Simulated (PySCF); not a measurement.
C₃H₆FNSi, SMILES C1N(CC=1)[SiH2]F.

The structure is a stationary point at PBE-D3(BJ)/def2-SVP. The structure was generated by enumeration, and PubChem lists no compound with its InChIKey, so it may never have been made. The values are those of a single conformer.

Method: ωB97X/def2-TZVP (PySCF).

Isolated molecule, no solvent.

Computed frontier levels, gap, dipole moment and polarisability:
| Item | Result |
|---|---|
| highest occupied level | -8.59 eV |
| lowest empty level | 2.35 eV |
| orbital gap | 10.94 eV |
| dipole moment | 1.64 D |
| quadrupole, principal values (traceless, Buckingham form, about the centre of nuclear charge) | -8.22, 2.37, 5.86 D·Å |
| mean static polarisability | 65.6 bohr³ (9.72 Å³) |
| polarisability, principal values | 49.5, 64.7, 82.7 bohr³ |
